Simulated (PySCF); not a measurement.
**Dipole response of Mg⁺ (magnesium, charge +1)**

[Ne] 3s1, 2S determinant. All numbers are calculated (PySCF 2.14, the spin-free X2C one-electron Hamiltonian (Gaussian nucleus), in x2c-TZVPPall with one added diffuse shell each of s, p, d type (6s5p4d, 41 functions)). Coupled (time-dependent) response in atomic units; α is the mean over directions.

```json
{"method": "UHF", "mean α (bohr³)": "38.03", "C₆ (like pair)": "174.0", "S(−4)": "1521"}
{"method": "PBE", "mean α (bohr³)": "33.28", "C₆ (like pair)": "142.2", "S(−4)": "1180"}
{"method": "PBE0", "mean α (bohr³)": "34.65", "C₆ (like pair)": "151.1", "S(−4)": "1276"}
{"method": "BLYP", "mean α (bohr³)": "29.83", "C₆ (like pair)": "120.9", "S(−4)": "949.6"}
{"method": "BHandHLYP", "mean α (bohr³)": "32.11", "C₆ (like pair)": "135.0", "S(−4)": "1093"}
```

S(−4) is the Cauchy moment in α(ω) = α(0) + S(−4) ω² + …

α(iu) at PBE0:

| u (hartree) | α(iu) (bohr³) |
| --- | --- |
| 0 | 34.65 |
| 0.0500 | 31.74 |
| 0.100 | 25.36 |
| 0.200 | 14.17 |
| 0.300 | 8.282 |
| 0.500 | 3.728 |
| 0.750 | 1.948 |
| 1.00 | 1.262 |
| 1.50 | 0.7233 |
| 2.00 | 0.5043 |
| 3.00 | 0.3102 |
| 5.00 | 0.1683 |

A single London oscillator, α(iu) = α/(1 + u²/ω²), gives C₆ = (3/4) ω α². Matching the computed C₆ needs ω = 4 × 151.1 / (3 × 34.65²) = 0.168 hartree.

For an ion, C₆ is the dispersion term alone; charge-induced terms of lower order in 1/R come first.
